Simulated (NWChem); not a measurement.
Molecule: AlSiH5; SMILES [AlH2][SiH3]

```xyz
7

Al     0.0017     1.3097    -0.0035
H     -1.3892     2.1091     0.0107
H      1.3736     2.1407     0.0102
Si     0.0023    -1.1534    -0.0028
H     -0.2942    -1.6593     1.3910
H      1.3227    -1.7500    -0.4204
H     -1.0666    -1.7189    -0.9060
```
Atoms are numbered in this order, from 1.

All runs: NWChem. Pople sets run with spherical d functions. Coordinates come from a PBE-D3(BJ)/def2-SVP optimisation. Vertical excitations in the gas phase; the lowest state need not have the same character in each row.

Order these by “lowest excitation, singlet (eV)”, lowest first: PBE/6-31+G*, TDA; LDA (Slater exchange, VWN5)/6-31+G*, TDA; PBE0/6-31+G*, TDA; B3LYP/6-31+G*, TDA.

LDA (Slater exchange, VWN5)/6-31+G*, TDA (3.81), PBE/6-31+G*, TDA (3.92), B3LYP/6-31+G*, TDA (4.14), PBE0/6-31+G*, TDA (4.21)
